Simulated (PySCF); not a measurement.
## From computed data to an observable: chemical shift, span and skew from a shielding tensor

Cl2FGeH3Si, SMILES F[Si](Cl)(Cl)[GeH3]. Atoms are numbered in the order given.

```xyz
8

F      0.8442    -1.8882     0.0000
Si     0.5443    -0.2954     0.0000
Cl     1.4426     0.4928    -1.6814
Cl     1.4426     0.4928     1.6814
Ge    -1.7940     0.1168     0.0000
H     -2.4222    -0.5021    -1.2612
H     -2.4222    -0.5021     1.2612
H     -2.0145     1.6394     0.0000
```
Charge 0, spin multiplicity 1.

Coordinates come from a B3LYP-D3(BJ)/def2-SVP optimisation. This is a generated structure with no PubChem entry under its InChIKey; it may be hypothetical.

GIAO shieldings from PBE/pcSseg-1 run with PySCF, non-relativistic, no solvent. The symmetric part of the tensor of F1 has the principal values 194.8, 250.8, 295.3 ppm. The same nucleus in CFCl3 has σ = 133.6 ppm at this level (PySCF, at its B3LYP-D3(BJ)/def2-TZVP geometry). Without spin–orbit terms, shifts of atoms bonded to Cl or Br come out too high.

### Question
Work out the isotropic shielding, the ¹⁹F shift against CFCl3, the span and the skew.

### Answer

σ(iso) = (σ11 + σ22 + σ33)/3 = 247.0 ppm. δ = σ(ref) − σ(iso) = 133.6 − (247.0) = -113.4 ppm.
Span Ω = σ33 − σ11 = 100.5 ppm. Skew κ = 3(σ(iso) − σ22)/Ω = -0.11. Tumbling in solution averages the tensor to δ; in a static solid the shielding alone would spread this spin-1/2 line over Ω.
